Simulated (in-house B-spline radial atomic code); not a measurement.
A run on W⁻ that did not converge. Method: scalar-relativistic (X2C) TPSSh, spin-polarised, spherical fractional occupations, exact exchange averaged over the configuration, Fermi nucleus of rms radius 5.3658 fm; computed with an all-electron radial atomic-structure program (B-spline basis).

Command:
```bash
python run_scf.py task.json out
```
Settings (nuclear radius in fm, mass in u):
```
Z                74
configuration    [Xe] 4f14 5d5 6s2
hamiltonian      x2c
method           tpssh
spin_polarised   True
nucleus          fermi
rms_radius       5.3658
atomic_mass      183.95093
speed_of_light   137.035999084
exact_exchange   averaged over the configuration
```

First and last ten iterations of the last attempt (damped for 15 steps, keeping 80 % of the old Fock matrix, then DIIS):
```
 iter        energy (Eh)    residual
    1      -16138.960943    1.27e-01
    2      -16140.730509    2.17e-01
    3      -16141.951464    1.42e-01
    4      -16142.517555    1.04e-01
    5      -16142.808158    7.21e-02
    6      -16142.966077    5.28e-02
    7      -16143.052308    3.68e-02
    8      -16143.098194    2.47e-02
    9      -16143.121784    1.80e-02
   10      -16143.133629    1.37e-02
  111      -15934.546456    1.20e+00
  112      -15934.261636    1.20e+00
  113      -15217.465206    2.54e+00
  114      -15216.842630    2.54e+00
  115      -14709.621836    3.26e+00
  116      -14709.752126    3.26e+00
  117      -14709.509161    3.26e+00
  118      -16141.541202    1.88e-01
  119      -16142.400609    1.15e-01
  120      -16137.779430    1.29e-01
 not converged after 120 iterations
```

The smallest residual met was 1.8e-03; the threshold is about 7e-07. No energy from this run should be used. Cost of the run: 12 s on 1 thread of Arm Neoverse N1, on a shared host.
